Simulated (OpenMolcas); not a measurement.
A calculation on Ba.

```json
{
  "Program": "OpenMolcas 26.06",
  "Method": "SS-CASPT2, IPEA 0.25 Eh, imaginary shift 0.1 Eh (closed shells correlated: 5s 5p)",
  "Basis": "ANO-RCC-VQZP [9s8p5d3f2g]",
  "Scalar Hamiltonian": "DKH2, point nucleus",
  "Active space": "2 electrons in 4 orbitals (6s 6p)",
  "State averaging": "2S+1 = 3 even, 3 roots; 2S+1 = 1 even, 6 roots; 2S+1 = 3 odd, 3 roots; 2S+1 = 1 odd, 3 roots",
  "Spin-orbit coupling": "state interaction with AMFI integrals over the reference wave functions, term energies averaged over their components"
}
```

(1) Which level of the active space comes out lowest?

(2) How high does 6p² ³P₀ lie?

(3) How high does 6p² ³P₂ [73 %] lie?

(4) How high does 6s 6p ³P°₂ lie?

(5) The level at 4.074 eV has J = 2. What is it made of, and what is its g factor?

Measured values: NIST Handbook of Basic Atomic Spectroscopic Data.

## Answers

(1) 6s² ¹S₀, with 100 % of that term; it is also the measured ground level.

(2) 4.053 eV above the lowest level.

(3) 4.179 eV above the lowest level.

(4) 1.568 eV above the lowest level; measured 1.6756 eV above the ground level, so the calculation is off by -6 %.

(5) 73 % 6p² ¹D₂, 27 % 6p² ³P; g = 1.137, against 1.000 from Landé's formula for the pure leading term.

CASPT2 does not keep the components of a term degenerate, so their means are used; among the terms shown or strongly mixed into the levels shown the widest spread is 250 cm-1 (6p² ¹D). The ¹D term of p² mixes with s d, which this space lacks. The CASPT2 spread within a term exceeds the gap to the next term for 6p² ¹D and 6p² ³P, so the order of their levels is uncertain, and so are names and mixing where such terms share a J. Computed and measured levels are paired by configuration, term and J; levels that our copy of the source lacks, or whose pairing is in doubt (as where it misses far off the trend of its configuration), stay unpaired and out of the deviations. Levels of configurations outside the active space are missing.

A share in square brackets marks a mixed level and gives the weight of the term that names it. ° marks odd parity.
